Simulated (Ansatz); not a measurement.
C2H9BOSi can be A, `B[SiH2]OCC`, or B, `BC(O)[SiH2]C`.

Gas-phase electronic energies from Ansatz, PBE0-D4/def2-TZVP geometries. CBS: MP2 limit from def2 TZ/QZ plus the TZ coupled-cluster correction, frozen cores. DFT in def2-TZVPP. B3LYP here is the variant with VWN-RPA as its local correlation; programs differ in this. Each species was taken in one conformer, which may not be the lowest.

Q: Which is lower in electronic energy at CCSD(T)/CBS, and by how much? (Estimate.)

A: Computed: A, by 28.4 kJ/mol.

Q: Give E(B) − E(A) in kJ/mol with B3LYP, PBE-D4, PBE0-D4, r2SCAN-D4, B2PLYP, ωB97M-V, CCSD/def2-TZVPP. (Best estimate.)

A: Ansatz gave: B3LYP 33.1, PBE-D4 9.5, PBE0-D4 17.5, r2SCAN-D4 18.4, B2PLYP 31.7, ωB97M-V 18.7, CCSD/def2-TZVPP 36.1. None reverses the order clearly.

Largest T1 diagnostic: 0.012.

From PBE to PBE0 (25 % exact exchange), in def2-TZVPP and without D4, E(B) − E(A) moves by +7.6 kJ/mol. The D4 term adds −5.4 kJ/mol with B3LYP and −2.7 kJ/mol with PBE0; it sums over pairs of atoms, weighted by their polarisabilities, and B3LYP, whose exchange is more repulsive, gets the larger term.
